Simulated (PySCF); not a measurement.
**Potassium: a sound run and one with changed settings**

Sound run: K⁺ [Ar], K²⁺ [Ne] 3s2 3p5. Calculation: PySCF 2.14, in x2c-TZVPall; scalar relativity by spin-free X2C-1e. In the sound run the correlated levels freeze [Ne] 3s2. The sound run starts from symmetry-adapted Hartree-Fock orbitals and uses a fine grid where one is needed.

Changed run: no relativity, point nucleus. This setting is unsound on purpose.

```
species   method  sound run (hartree)  changed run (hartree)  converged
     K⁺      UHF           -601.30155             -598.49917        yes
     K⁺     TPSS           -602.07499             -599.27452        yes
     K⁺     MN15           -602.21084             -599.41311        yes
     K⁺      MP2           -601.42783             -598.62565        yes
     K⁺  CCSD(T)           -601.43854             -598.63640        yes
    K²⁺      UHF           -600.18106             -597.37808        yes
    K²⁺     TPSS           -600.91350             -598.11227        yes
    K²⁺     MN15           -601.04323             -598.24450        yes
    K²⁺      MP2           -600.26435             -597.46153        yes
    K²⁺  CCSD(T)           -600.27598             -597.47320        yes
```

Ionisation energy of K⁺:

| method | sound run (eV) | changed run (eV) |
| --- | --- | --- |
| UHF | 30.490 | 30.506 |
| TPSS | 31.606 | 31.626 |
| MN15 | 31.772 | 31.800 |
| MP2 | 31.660 | 31.677 |
| SCS-MP2 | 31.596 | 31.614 |
| CCSD | 31.621 | 31.638 |
| CCSD(T) | 31.635 | 31.652 |

Most of the change in total energy is the relativistic energy itself. On top of that the contraction fixes the core shape for the Hamiltonian it was made with, so the changed run is not a good calculation with the other Hamiltonian either.

For comparison, NIST gives 31.625 eV between the lowest levels.
